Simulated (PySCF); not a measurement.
**Curvature of the energy in the electron number along the 4p block**

Calculated with PySCF 2.14, in jorge-DZP-DKH, spin-free X2C: one orbital is emptied in steps, and each cell gives the departure of E from the straight line at half an electron, in eV (from a cubic fit). The exact functional gives zero.

```csv
species,orbital,LDA,PBE,r2SCAN,PBE0,BHandHLYP,LC-wPBE,wB97X,UHF
Ge,4p alpha,-0.95,-0.91,-0.85,-0.66,-0.44,-0.04,-0.12,0.08
As,4p alpha,-1.07,-1.04,-0.96,-0.74,-0.48,-0.08,-0.15,0.11
Se,4p beta,-1.11,-1.06,-0.96,-0.75,-0.51,-0.08,-0.25,0.14
Br,4p beta,-1.21,-1.17,-1.07,-0.83,-0.53,-0.13,-0.27,0.17
Kr,4p beta,-1.31,-1.27,-1.16,-0.89,-0.56,-0.18,-0.29,0.21
```

**Question.** How does the mean departure depend on the functional?

**Answer.** LDA -1.13 eV; PBE -1.09 eV; r2SCAN -1.00 eV; PBE0 -0.78 eV; BHandHLYP -0.51 eV; LC-wPBE -0.10 eV; wB97X -0.21 eV; UHF 0.14 eV. Semilocal functionals are convex (delocalisation error), Hartree-Fock is concave or straight, and exact exchange removes curvature roughly in proportion to its share, so among the functionals the range-separated hybrids usually come closest to zero.

No spin-orbit coupling is included.
